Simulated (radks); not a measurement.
Values are calculated unless marked as measured or tabulated.
The nitrogen anion N2-, [He] 2s2 2p5, held by a Watson sphere: a shell of charge +2 at radius R that stands for the Madelung well of a crystal (potential energy -2/R inside, -2/r outside, in hartree with lengths in bohr). Code: a radial shooting solver on a logarithmic mesh with Libxc functionals. Model: scalar-relativistic Kohn-Sham, LDA (Slater exchange, Perdew-Wang correlation), spin-polarised, spherical densities, finite nucleus; open shells are filled with parallel spins first; Fermi nuclear charge, rms radius of each element as measured or else 0.836 A^(1/3) + 0.57 fm. Response by self-consistent Sternheimer equations with the Hartree and adiabatic LDA kernel, the relativistic mass of each level held fixed and spin-orbit coupling left out. The sphere does not respond.

R (bohr),e(2s down) (eV),e(2p up) (eV),e(2p down) (eV),<r> 2p (bohr),sum of <r^2> (bohr^2),X-ray form factor at sin(theta)/lambda = 0.2 1/angstrom,alpha (bohr^3)
2.01,-17.468,-7.616,-6.648,1.731,23.73,5.001,17.88
2.23,-16.668,-6.990,-6.053,1.804,25.53,4.891,22.00
3.11,-14.321,-5.015,-4.138,2.101,32.93,4.641,49.83
3.26,-14.033,-4.757,-3.883,2.154,34.26,4.620,57.17
3.3,-13.961,-4.692,-3.818,2.169,34.62,4.615,59.31
3.89,-13.074,-3.890,-2.999,2.404,40.26,4.571,102.2
3.96,-12.988,-3.813,-2.917,2.435,40.98,4.569,109.2
